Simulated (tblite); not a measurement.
Record of a relaxation.

C₈H₁₄P (charge +1).
SMILES with atom numbers: `[CH3:1][CH:2]1[CH:3]=[CH:4][P+:5]([CH3:6])([CH3:7])[CH:8]=[CH:9]1` (hydrogens: H10, H11, H12 on C1; H13 on C2; H14 on C3; H15 on C4; H16, H17, H18 on C6; H19, H20, H21 on C7; H22 on C8; H23 on C9)
Bond orders are those of one Lewis drawing.

Computed with GFN2-xTB (tblite), gas phase: L-BFGS steps from a force-field or distance-geometry start until the largest atomic force falls under 0.01 eV/Å. 4 of its 172 geometries are shown.

Step 0: E = -716.3829 eV, largest atomic force 2.520 eV/Å
```
atom  x, y, z in Å  |  force x, y, z in eV/Å
C1      3.169    0.034    0.092   -0.082   0.661   0.181
C2      1.703   -0.434   -0.058    2.095  -1.371   0.286
C3      1.054   -0.459    1.261   -1.118   0.195   0.925
C4     -0.252   -0.220    1.455    0.354  -0.207   0.035
P5     -1.281    0.129    0.034    0.302   0.465  -0.156
C6     -2.040   -1.341   -0.688   -0.653  -0.526  -0.101
C7     -2.575    1.328    0.410   -0.931  -0.062   1.244
C8     -0.129    0.763   -1.200   -0.608  -0.092   0.367
C9      1.147    0.411   -1.092   -0.951   0.819  -1.583
H10     3.117    0.883    0.811    0.650  -0.707  -0.360
H11     3.814   -0.793    0.402   -0.038   0.594   0.121
H12     3.503    0.454   -0.875    0.219  -0.459   0.671
H13     1.775   -1.522   -0.345   -0.271   0.719  -0.282
H14     1.649   -0.672    2.158    0.023   0.041  -0.600
H15    -0.671   -0.248    2.455   -0.150   0.076  -0.237
H16    -2.786   -0.975   -1.423    0.503  -0.290   0.150
H17    -1.253   -1.946   -1.174   -0.506   0.221   0.179
H18    -2.605   -1.958    0.047    0.520   0.399  -0.320
H19    -2.819    1.979   -0.434    0.179  -0.141   0.155
H20    -3.491    0.740    0.689    0.606   0.468  -0.308
H21    -2.332    1.932    1.326    0.017  -0.382  -0.947
H22    -0.529    1.393   -1.986    0.117   0.000   0.152
H23     1.827    0.825   -1.855   -0.276  -0.421   0.429
```

Step 57: E = -716.8804 eV, largest atomic force 0.063 eV/Å
```
atom  x, y, z in Å  |  force x, y, z in eV/Å
C1      3.228    0.096    0.160   -0.060  -0.005   0.018
C2      1.789   -0.378   -0.096   -0.015  -0.010   0.006
C3      1.034   -0.534    1.188    0.015   0.057   0.014
C4     -0.276   -0.376    1.363    0.011   0.011   0.007
P5     -1.315    0.097   -0.008    0.004   0.019  -0.003
C6     -2.160   -1.355   -0.692   -0.017  -0.023  -0.008
C7     -2.564    1.317    0.461   -0.014   0.019   0.016
C8     -0.169    0.792   -1.183    0.027   0.013  -0.003
C9      1.129    0.507   -1.106    0.024  -0.004   0.003
H10     3.222    1.110    0.552    0.021   0.014   0.010
H11     3.721   -0.550    0.880    0.008  -0.012  -0.017
H12     3.803    0.082   -0.762   -0.020   0.001   0.036
H13     1.853   -1.383   -0.541    0.026   0.004  -0.008
H14     1.645   -0.793    2.044    0.009  -0.045  -0.020
H15    -0.746   -0.505    2.328   -0.001   0.016  -0.001
H16    -2.789   -1.062   -1.530   -0.005   0.027  -0.024
H17    -1.422   -2.080   -1.031    0.021  -0.019  -0.016
H18    -2.778   -1.809    0.081   -0.022  -0.010   0.023
H19    -3.004    1.734   -0.446   -0.018  -0.012   0.023
H20    -3.346    0.847    1.057    0.011  -0.019  -0.002
H21    -2.107    2.120    1.039    0.029   0.001  -0.017
H22    -0.563    1.471   -1.927   -0.012  -0.023  -0.018
H23     1.810    0.951   -1.821   -0.022  -0.001  -0.019
```

Step 114: E = -716.8972 eV, largest atomic force 0.031 eV/Å
```
atom  x, y, z in Å  |  force x, y, z in eV/Å
C1      3.193    0.233    0.254    0.003   0.009   0.008
C2      1.828   -0.377   -0.102   -0.005  -0.004   0.000
C3      1.039   -0.628    1.141   -0.003  -0.026   0.008
C4     -0.273   -0.477    1.307   -0.003  -0.004   0.002
P5     -1.308    0.063   -0.039    0.010   0.002  -0.005
C6     -2.272   -1.328   -0.695    0.001   0.001   0.005
C7     -2.462    1.356    0.481    0.002   0.001   0.012
C8     -0.159    0.693   -1.247   -0.005  -0.004  -0.008
C9      1.145    0.442   -1.149   -0.007  -0.015  -0.016
H10     3.063    1.189    0.756   -0.007   0.014  -0.023
H11     3.744   -0.430    0.913    0.005  -0.010   0.014
H12     3.785    0.388   -0.643    0.004   0.008   0.006
H13     2.031   -1.360   -0.555    0.004   0.005   0.001
H14     1.633   -0.967    1.981    0.010  -0.001   0.015
H15    -0.752   -0.676    2.256   -0.012   0.007   0.002
H16    -2.850   -1.004   -1.560    0.007   0.009   0.000
H17    -1.599   -2.132   -0.989   -0.001   0.002  -0.009
H18    -2.951   -1.692    0.076   -0.002  -0.001   0.001
H19    -3.105    1.627   -0.357    0.004  -0.006   0.026
H20    -3.076    0.989    1.305   -0.001   0.008  -0.030
H21    -1.906    2.234    0.808   -0.002  -0.001   0.010
H22    -0.568    1.302   -2.041    0.020   0.002  -0.001
H23     1.816    0.856   -1.891   -0.024   0.004  -0.017
```

Step 171: E = -716.9215 eV, largest atomic force 0.009 eV/Å
```
atom  x, y, z in Å  |  force x, y, z in eV/Å
C1      2.852    0.709    0.434   -0.004   0.002   0.001
C2      1.925   -0.401   -0.107    0.003  -0.002   0.000
C3      1.097   -0.928    1.017    0.000   0.000   0.001
C4     -0.224   -0.844    1.157    0.000   0.004  -0.002
P5     -1.237   -0.066   -0.086    0.000   0.005   0.004
C6     -2.543   -1.186   -0.653    0.000   0.001   0.002
C7     -2.022    1.434    0.564    0.001   0.001   0.002
C8     -0.117    0.323   -1.415    0.000  -0.001   0.002
C9      1.194    0.119   -1.298    0.003   0.003   0.002
H10     2.262    1.549    0.792   -0.001  -0.003  -0.002
H11     3.455    0.331    1.254   -0.001  -0.003   0.000
H12     3.518    1.058   -0.350    0.000   0.000  -0.001
H13     2.577   -1.217   -0.448   -0.003   0.005   0.000
H14     1.673   -1.406    1.800    0.004  -0.003   0.003
H15    -0.732   -1.248    2.022    0.001   0.001  -0.005
H16    -3.104   -0.712   -1.458   -0.007   0.003  -0.004
H17    -2.099   -2.111   -1.019    0.000   0.001  -0.003
H18    -3.220   -1.410    0.171    0.003   0.000   0.006
H19    -2.609    1.910   -0.222    0.001  -0.004  -0.003
H20    -2.678    1.171    1.394   -0.001  -0.001   0.000
H21    -1.259    2.128    0.914   -0.002  -0.006  -0.005
H22    -0.552    0.722   -2.321    0.003  -0.002   0.000
H23     1.836    0.373   -2.132   -0.001   0.000  -0.001
```

Problem. Summarise the path.

Solution. The energy falls by 0.5386 eV from step 0 to step 171; nine tenths of that is first reached at step 41. It rises by more than 0.2 meV at step 132. The largest force goes from 2.520 to 0.009 eV/Å. Among the bonds C2–C9 changes most, from 1.446 to 1.492 Å; the atoms move by 0.789 Å rms after alignment.
